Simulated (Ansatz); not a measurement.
Born–Oppenheimer molecular dynamics of F4H2W (7 atoms, charge 0, multiplicity 1). It goes on from the last frame of an earlier run, with new velocities.

These are results of RKS PBE/def2-SVP (Ansatz), not measurements.

```json
{"ensemble": "NVT, Nosé–Hoover chain", "time step": "0.5 fs", "steps asked": "100", "set temperature": "700 K", "thermostat": "time constant 100 fs, chain length 3 (defaults)", "seed": "855120"}
```

Frames 0.5 fs apart, positions in Å.

Velocities at 0 fs (Å/ps):

```
W 0.46 -0.34 -0.70
H 20.88 -18.33 -29.34
F 0.36 0.77 -1.33
H -25.73 4.43 6.94
F -9.26 -7.79 1.74
F -1.97 2.23 6.54
F 6.64 8.81 1.01
```

```xyz
7
Properties=species:S:1:pos:R:3 time_fs=0 energy_less_start_eV=0.000 T=700
W 0.018 -0.119 -0.132
H 0.627 0.504 1.325
F 1.796 -0.632 -0.462
H -0.868 1.289 0.297
F -1.762 -0.598 -0.530
F -0.094 -1.677 0.881
F -0.072 0.980 -1.661
7
Properties=species:S:1:pos:R:3 time_fs=0.5 energy_less_start_eV=0.006 T=691
W 0.018 -0.119 -0.132
H 0.637 0.495 1.310
F 1.796 -0.631 -0.463
H -0.880 1.291 0.301
F -1.767 -0.602 -0.529
F -0.095 -1.676 0.884
F -0.069 0.984 -1.661
7
Properties=species:S:1:pos:R:3 time_fs=1 energy_less_start_eV=0.014 T=678
W 0.018 -0.119 -0.133
H 0.648 0.486 1.295
F 1.797 -0.631 -0.464
H -0.891 1.293 0.307
F -1.772 -0.606 -0.528
F -0.096 -1.675 0.888
F -0.065 0.988 -1.660
7
Properties=species:S:1:pos:R:3 time_fs=1.5 energy_less_start_eV=0.025 T=662
W 0.018 -0.119 -0.133
H 0.658 0.478 1.282
F 1.797 -0.630 -0.464
H -0.900 1.294 0.314
F -1.776 -0.610 -0.528
F -0.097 -1.674 0.891
F -0.061 0.992 -1.659
7
Properties=species:S:1:pos:R:3 time_fs=2 energy_less_start_eV=0.036 T=645
W 0.018 -0.119 -0.133
H 0.669 0.471 1.269
F 1.797 -0.629 -0.465
H -0.908 1.293 0.322
F -1.781 -0.614 -0.527
F -0.098 -1.673 0.894
F -0.058 0.997 -1.659
7
Properties=species:S:1:pos:R:3 time_fs=2.5 energy_less_start_eV=0.045 T=630
W 0.018 -0.119 -0.134
H 0.680 0.465 1.258
F 1.797 -0.628 -0.466
H -0.914 1.292 0.331
F -1.785 -0.617 -0.526
F -0.099 -1.672 0.898
F -0.054 1.001 -1.659
7
Properties=species:S:1:pos:R:3 time_fs=3 energy_less_start_eV=0.053 T=619
W 0.018 -0.120 -0.134
H 0.692 0.460 1.248
F 1.798 -0.627 -0.467
H -0.918 1.290 0.342
F -1.789 -0.621 -0.525
F -0.100 -1.671 0.901
F -0.050 1.005 -1.658
7
Properties=species:S:1:pos:R:3 time_fs=3.5 energy_less_start_eV=0.056 T=614
W 0.019 -0.120 -0.135
H 0.704 0.456 1.240
F 1.798 -0.626 -0.468
H -0.920 1.286 0.353
F -1.793 -0.625 -0.524
F -0.101 -1.670 0.904
F -0.046 1.008 -1.657
7
Properties=species:S:1:pos:R:3 time_fs=4 energy_less_start_eV=0.056 T=615
W 0.019 -0.120 -0.135
H 0.716 0.453 1.234
F 1.798 -0.625 -0.469
H -0.920 1.282 0.365
F -1.797 -0.629 -0.523
F -0.102 -1.669 0.908
F -0.042 1.012 -1.657
7
Properties=species:S:1:pos:R:3 time_fs=4.5 energy_less_start_eV=0.051 T=622
W 0.019 -0.120 -0.136
H 0.729 0.452 1.230
F 1.798 -0.624 -0.470
H -0.918 1.276 0.379
F -1.801 -0.632 -0.522
F -0.103 -1.667 0.911
F -0.038 1.016 -1.656
7
Properties=species:S:1:pos:R:3 time_fs=5 energy_less_start_eV=0.042 T=635
W 0.018 -0.120 -0.136
H 0.742 0.453 1.228
F 1.799 -0.623 -0.471
H -0.914 1.268 0.393
F -1.805 -0.636 -0.520
F -0.104 -1.666 0.915
F -0.034 1.020 -1.655
7
Properties=species:S:1:pos:R:3 time_fs=5.5 energy_less_start_eV=0.031 T=653
W 0.018 -0.121 -0.137
H 0.756 0.454 1.228
F 1.799 -0.622 -0.472
H -0.908 1.260 0.408
F -1.809 -0.639 -0.519
F -0.105 -1.665 0.918
F -0.030 1.023 -1.654
```

Of the whole run (50 fs, mean temperature of the second half 553 K): The conserved energy stayed within 0.078 meV per atom of its start (net change 0.012 meV per atom), so the integration is sound. The mean temperature of the second half is 21 % below the set value. A run of 0.05 ps of so small a system gives no equilibrium averages.

Run time: 5.4 min on 1 thread of Arm Neoverse V2, with other jobs on the host, peak memory 0.13 GiB.
